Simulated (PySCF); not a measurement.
PmBr: from constants to spectrum

UHF-SCS-MP2 constants of PmBr, septet, about 5.0 electrons in the 4f shell (Mulliken), real f orbitals that mix terms (basis Pm x2c-SVPall, Br x2c-SVPall; spin-free X2C with a Gaussian nucleus; PySCF 2.14; masses 144.9127 and 78.9183 u):

| Item | Value |
| --- | --- |
| ωe | 208.5 cm⁻¹ |
| ωexe | 0.419 cm⁻¹ |
| Be | 0.044065 cm⁻¹ |
| αe | 0.000122 cm⁻¹ |

(1) What force constant and bond length do these constants imply?

(2) Estimate the centrifugal constant D from the Kratzer relation and find the Dunham coefficient a1.

Correlated steps freeze 27 core orbitals. These are scalar-relativistic numbers at best; spin–orbit coupling would shift them, the dissociation energy most. With d or f electrons several states lie close, and the lowest PBE0 determinant need not be the measured ground state.

Answers

(1) Reduced mass μred = 51.093 u; k = 5.8918×10⁻⁷·μred·ωe² (u, cm⁻¹, mdyn/Å) = 1.31 mdyn/Å; Re = √(16.8576/(μred·Be)) (u, cm⁻¹, Å) = 2.736 Å.

(2) D = 4Be³/ωe² = 7.87e-09 cm⁻¹; a1 = −1 − αeωe/(6Be²) = -3.18.
